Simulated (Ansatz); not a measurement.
One geometry of Li₃Si, several levels of theory.

```yaml
crystal:
  periodic: [false, false, false]
  atoms:
    - {symbol: Li, position_ang: [0.091234, -1.298568, 2.008538]}
    - {symbol: Li, position_ang: [-0.355255, 1.859597, -1.464675]}
    - {symbol: Li, position_ang: [0.527565, -1.128027, -1.093524]}
    - {symbol: Si, position_ang: [-0.263534, 0.566999, 0.549671]}
basis:
  gaussian: {orbitals: def2-SVP, initial_orbitals: start.molden}
magnetization: {spin_polarized: true, initial_magnetization: 1}
hamiltonian: {xc: pbe, dispersion: d4}
scf: {omitted_lower_state_checks: [starts]}
output: {orbitals: {seedname: orbitals}}
```

The file start.molden holds the orbitals of an earlier run on this structure, at another level or in another basis.

```sh
$ ansatz run in.yaml --threads 4 --pin off --events-out ev --progress --plain --max-ram 3916MiB
```

Output, abridged:

```
Functional definition: PBE
553 factors; integrals over basis functions are off by at most 4.9e-4 eV
mean field evaluation 1: about -8481.0592 eV, gradient 2.9e0 eV
mean field evaluation 2: about -8481.1383 eV, gradient 8.0e-2 eV
mean field evaluation 4: about -8481.1341 eV, gradient 3.2e-3 eV
mean field -8481.13409177 eV, -311.6759291532 hartree, gradient 2.5e-5 eV, S^2 0.779307; 0 other end points of the search recorded, 0 dependent functions left out
reference -8481.13415122 eV, -311.6759313383 hartree; 12, 11 occupied and 33, 34 virtual orbitals, 553 factors
Total energy: -8481.20122654 eV, -311.6783963105 hartree
Checks for a lower state left out: starts
```

Run time 3.6 s (4 threads of Intel Xeon on a shared host).

First input, but with `gaussian: {orbitals: def2-TZVPP, initial_orbitals: start.molden}`, `correlation: {method: ccsd_t}`, `scf: {omitted_lower_state_checks: [starts, cluster_reference]}` and without the key `hamiltonian` (abridged; 25 s):

```
Functional definition: HF
mean field -8469.36576388 eV, -311.2434510803 hartree, gradient 1.7e-6 eV, S^2 1.555158
5 core orbitals not correlated: weight in the atoms' cores, before any rotation towards them, 1.000 or more for the frozen orbitals, at most 0.000 for the correlated occupied ones
second order -5.74047288 eV of doubles, -0.00000000 eV of singles
cycle   1  -6.42646670 eV  change   -6.9e-1 eV  update   9.8e-2
cycle   2  -6.70745377 eV  change   -2.8e-1 eV  update   5.5e-2
cycle   3  -6.76702323 eV  change   -6.0e-2 eV  update   4.5e-2
cycle   4  -6.82016554 eV  change   -5.3e-2 eV  update   3.5e-2
cycle   5  -6.85101638 eV  change   -3.1e-2 eV  update   1.9e-2
cycle   6  -6.88177093 eV  change   -3.1e-2 eV  update   1.1e-2
cycle   7  -6.88264427 eV  change   -8.7e-4 eV  update   5.0e-3
cycle   8  -6.88499497 eV  change   -2.4e-3 eV  update   2.6e-3
cycle   9  -6.88569350 eV  change   -7.0e-4 eV  update   1.4e-3
cycle  10  -6.88630185 eV  change   -6.1e-4 eV  update   8.1e-4
cycle  11  -6.88661502 eV  change   -3.1e-4 eV  update   4.1e-4
cycle  12  -6.88649921 eV  change    1.2e-4 eV  update   1.7e-4
cycle  13  -6.88654643 eV  change   -4.7e-5 eV  update   7.9e-5
cycle  14  -6.88656457 eV  change   -1.8e-5 eV  update   4.2e-5
cycle  15  -6.88657084 eV  change   -6.3e-6 eV  update   2.1e-5
cycle  16  -6.88657190 eV  change   -1.1e-6 eV  update   9.7e-6
perturbative correction -0.30901879 eV, -0.0113562313 hartree
Total energy: -8476.56135457 eV, -311.5078841609 hartree
Checks for a lower state left out: starts, cluster_reference
```

The first input with `gaussian: {orbitals: def2-TZVP, initial_orbitals: start.molden}`, `hamiltonian: {xc: r2scan, dispersion: d4}` (abridged; 14 s):

```
Functional definition: r2SCAN
mean field -8489.02478652 eV, -311.9659068370 hartree, gradient 9.9e-6 eV, S^2 0.839549
Total energy: -8489.03731144 eV, -311.9663671192 hartree
Checks for a lower state left out: starts
```

As the first input, with `gaussian: {orbitals: def2-TZVP, initial_orbitals: start.molden}`, `hamiltonian: {xc: {name: LC-wPBE}}` (abridged; 12 s):

```
Functional definition: LC-wPBE
mean field -8485.94089471 eV, -311.8525759033 hartree, gradient 1.3e-5 eV, S^2 0.863282
Total energy: -8485.94089472 eV, -311.8525759036 hartree
Checks for a lower state left out: starts
```

The first input with `hamiltonian: {xc: pbe0, dispersion: d4}` (abridged; 6.5 s):

```
Functional definition: PBE0
mean field -8482.12736848 eV, -311.7124313993 hartree, gradient 1.7e-5 eV, S^2 0.817373
Total energy: -8482.18438275 eV, -311.7145266349 hartree
Checks for a lower state left out: starts
```

As the first input, with `gaussian: {orbitals: def2-TZVP, initial_orbitals: start.molden}`, `hamiltonian: {xc: {text: "exchange = 0.65*pbe_x + 0.35*exact_x\ncorrelation = pbe_c"}}` (abridged; 7.5 s):

```
Functional definition: unnamed
mean field -8485.71419980 eV, -311.8442450191 hartree, gradient 4.1e-6 eV, S^2 0.811116
Total energy: -8485.71423272 eV, -311.8442462288 hartree
Checks for a lower state left out: starts
```

First input, but with `gaussian: {orbitals: def2-TZVP, initial_orbitals: start.molden}`, `hamiltonian: {xc: {text: "exchange = 0.95*pbe_x + 0.05*exact_x\ncorrelation = pbe_c"}}` (abridged; 4.9 s):

```
Functional definition: unnamed
mean field -8484.54921082 eV, -311.8014324637 hartree, gradient 1.2e-5 eV, S^2 0.775129
Total energy: -8484.54925667 eV, -311.8014341486 hartree
Checks for a lower state left out: starts
```

Geometry: PBE-D4/def2-TZVP.

LC-ωPBE has ω = 0.4 bohr⁻¹. Correlated methods freeze 5 core orbitals; core or outer-core shells of Li are correlated, in sets that lack core-valence functions. At CCSD(T)/def2-TZVPP T1 of the charge 0 doublet is large (up to 0.092), so the single-reference result is doubtful. At CCSD(T)/def2-TZVPP the charge 0 doublet is spin-contaminated (final ⟨S²⟩ up to 1.56, 0.75 for a pure state). The structure comes from a short search, and lower isomers may exist.
